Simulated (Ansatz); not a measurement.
GeF₃Br, SMILES [Ge]([F])([F])([F])[Br].

Geometry: PBE0-D3(BJ)/def2-SVP.

Two levels are set side by side: PBE/def2-SVPD (Ansatz, a program for electronic structure) and CAM-B3LYP/def2-SVPD (Ansatz). Energy differences of separate SCF runs at the same geometry. Differences are taken from unrounded values.

| quantity | CAM-B3LYP | PBE | PBE minus CAM-B3LYP |
|---|---|---|---|
| vertical singlet–triplet gap (eV) | 5.87 | 5.59 | -0.28 |
